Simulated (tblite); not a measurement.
Species: C6H9N3Si.
Structure used (GFN2-xTB), in Å, numbered top down from 1:
```
atom  x, y, z in Å
C1    -1.8513    1.9645    0.4330
C2    -1.5695    0.5063    0.5663
C3    -2.6462   -0.3732    0.2210
N4    -3.4884   -1.1084   -0.0321
N5    -0.4422    0.0763    0.9331
Si6    0.3379   -1.4412    1.0661
C7     1.6105   -1.4149   -0.3607
C8     2.2118   -0.0298   -0.6229
C9     1.2495    0.8587   -1.2152
N10    0.4970    1.5565   -1.7219
H11   -2.9120    2.1811    0.5341
H12   -1.5184    2.2677   -0.5626
H13   -1.2691    2.5247    1.1598
H14   -0.4373   -2.6793    0.9660
H15    1.0173   -1.3085    2.3556
H16    1.1552   -1.7847   -1.2807
H17    2.4213   -2.1005   -0.1146
H18    3.0604   -0.1027   -1.3130
H19    2.5636    0.4166    0.3108
```

Calculated harmonic vibrations of the isolated species, GFN2-xTB (tblite), most abundant isotopes, no scaling. Errors from tens to a few hundred cm⁻¹ against measured bands are possible. Modes of hydrogen on silicon can be 10 to 20 % off. One conformer, not necessarily the lowest.

Harmonic wavenumbers (cm⁻¹): 32.1, 42.8, 90.0, 93.7, 107.9, 116.8, 180.3, 196.7, 212.1, 250.6, 316.1, 365.1, 380.8, 490.4, 541.1, 570.1, 578.3, 618.8, 664.7, 686.7, 726.4, 773.7, 792.8, 884.1, 916.6, 944.1, 980.9, 1067.6, 1080.2, 1106.5, 1164.3, 1190.8, 1282.7, 1309.5, 1366.5, 1427.3, 1431.5, 1444.5, 1482.4, 1704.8, 2249.8, 2270.5, 2362.1, 2405.2, 2926.9, 2965.5, 2982.8, 2983.5, 2998.8, 3039.9, 3055.6.

A = 1510, B = 909.2, C = 677.3 MHz; mass 151.057 u (most abundant isotopes); point group C1, symmetry number 1.

Q: Zero-point energy?

A: ½Σν̃ = 29926 cm⁻¹ = 358.00 kJ/mol.

Q: Entropy at 350 K, 1 bar (ideal gas, RRHO, classical rotation)?

A: Translation 174.77, rotation 128.46, vibration 199.03: S = 502.3 J/(mol K).

Q: And Cp and H(350 K) − H(0)?

A: Cp = 209.85 J/(mol K), of which vibrations give 176.59 (their classical limit is 51 R = 424.0); H(350 K) − H(0) = 45.77 kJ/mol without the zero-point energy, 34.13 from vibrations.

Q: How do the functions run with temperature in this model?

A: 
| T (K) | S (J/(mol K)) | Cp (J/(mol K)) | H − H(0) (kJ/mol) | G − H(0) (kJ/mol) | ln q(vib) |
| --- | --- | --- | --- | --- | --- |
| 100 | 320.6 | 99.0 | 6.68 | -25.39 | 3.07 |
| 200 | 403.9 | 145.9 | 18.96 | -61.82 | 6.95 |
| 300 | 471.5 | 189.8 | 35.77 | -105.67 | 10.51 |
| 500 | 586.0 | 260.2 | 81.21 | -211.79 | 17.05 |
| 800 | 724.2 | 327.1 | 170.18 | -409.14 | 25.73 |
| 1000 | 800.5 | 356.5 | 238.70 | -561.78 | 30.90 |

q(vib) and H(0) count from the zero-point level.

Q: Which modes carry the vibrational entropy at 350 K?

A: 32.1 cm⁻¹: 25.16; 42.8 cm⁻¹: 22.77; 90.0 cm⁻¹: 16.63; 93.7 cm⁻¹: 16.30; 107.9 cm⁻¹: 15.14; 116.8 cm⁻¹: 14.49 J/(mol K); the other 45 give 88.54 together.

Q: Blend soft modes into free rotors: weight 1/[1 + (100 cm⁻¹/ν̃)⁴] for the oscillator and the rest for a rotor with moment μB/(μ + B), μ = h/(8π²ν), B = 10⁻⁴⁴ kg m². What vibrational entropy results?

A: 178.62 J/(mol K) in place of 199.03, which changes −T·S at 350 K by +7.14 kJ/mol.

Q: What must be added to the electronic energy to get the Gibbs energy at 350 K and 1 bar?

A: ZPE + [H(350 K) − H(0)] − T·S = 358.00 + 45.77 − 175.79 = 227.98 kJ/mol.

Hindered rotation and anharmonicity are outside this model. Other conformers, if any are populated, would add a mixing term that is left out. The structure is chiral; the term R ln 2 for an equal mix with its mirror image is left out.
